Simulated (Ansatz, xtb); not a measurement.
**Isomers of AlBH4OSe in order of energy**

6 gas-phase structures of AlBH4OSe, found in a search over its isomers (lower ones may exist). Each was relaxed with GFN2-xTB; where two conformers were screened, the lower at r2SCAN-D4/def2-SVP is listed:

A. a singlet given by its coordinates
B. `B1[OH+][AlH2-][Se]1`, a singlet
C. `B[Se][AlH][OH]`, a singlet
D. `B[O][AlH][SeH]`, a singlet
E. `[AlH2][O]B[SeH]`, a singlet
F. a singlet given by its coordinates

A (Å):

```yaml
atoms:
  - { symbol: Al, position_ang: [-2.0279, 1.8445, -1.0338] }
  - { symbol: B, position_ang: [0.1258, 2.5381, 0.1707] }
  - { symbol: O, position_ang: [-0.3592, 2.3484, -1.0076] }
  - { symbol: Se, position_ang: [-1.3230, 2.1829, 1.6439] }
  - { symbol: H, position_ang: [-3.0253, 2.9477, -1.3992] }
  - { symbol: H, position_ang: [-2.2129, 0.3231, -1.1283] }
  - { symbol: H, position_ang: [-0.9608, 0.7927, 1.8133] }
  - { symbol: H, position_ang: [1.2023, 2.8575, 0.4856] }
```

Close contacts (Å): Al1–B2 2.56, Al1–O3 1.74, Al1–Se4 2.79, B2–O3 1.29, B2–Se4 2.10, Al1–H5 1.53, Al1–H6 1.54, B2–H8 1.17, Se4–H7 1.45.

F (Å):

```xyz
8

Al   -0.1355    1.0351    0.6378
B    -2.0325    2.4397   -0.2321
O    -0.4567    2.2598   -0.5715
Se   -2.2555    1.0142    1.3779
H    -2.6654    2.0929   -1.1632
H    -2.2107    3.5302    0.1751
H    -0.1995    2.8458   -1.2839
H     1.3331    0.6323    0.5718
```

Close contacts (Å): Al1–O3 1.75, Al1–Se4 2.25, B2–O3 1.62, B2–Se4 2.16, Al1–H8 1.52, B2–H5 1.18, B2–H6 1.18, O3–H7 0.96.

Question: Which do you expect lowest at r2SCAN-D4/def2-SVP, and how would the others follow?

Answer: Calculated order at r2SCAN-D4/def2-SVP: D (0.000), B (0.254), A (0.406), E (0.422), F (0.642), C (0.836) eV. Less than 1 kcal/mol parts A and E, so the order within that pair means little.

Energies above the lowest of each column, in eV; the last columns are at B3LYP-D3(BJ)/def2-SVP geometries and were run for some of them only (a dash: not run or not comparable):

```
structure  GFN2-xTB  HF/STO-3G  r2SCAN-D4/def2-SVP  B3LYP-D3(BJ)/def2-SVP  CCSD(T)/def2-SVP + ΔMP2/def2-TZVPP
        D     0.000      0.159               0.000                  0.000                               0.000
        B     0.649      0.000               0.254                  0.368                               0.349
        A     0.704      0.520               0.406                  0.388                                   –
        E     0.189      0.755               0.422                  0.412                                   –
        F     0.954      0.635               0.642                      –                                   –
        C     0.639      2.085               0.836                      –                                   –
```

CCSD(T)/def2-SVP + ΔMP2/def2-TZVPP puts D lowest of those it was run on; HF/STO-3G picks B. Flexible structures stand in one conformer each, not always the lowest. Frequencies (B3LYP-D3(BJ)/def2-SVP) were run for B, D alone. ΔMP2 is the change of the MP2 energy from the smaller to the larger basis.

Over these structures GFN2-xTB departs from r2SCAN-D4/def2-SVP by 0.239 eV on average once a common shift is removed. A GFN2-xTB relaxation took about 0.17 s and the r2SCAN-D4/def2-SVP energy about 2.2 s on a shared host (Ansatz 0.2.0, xtb 6.7.1).
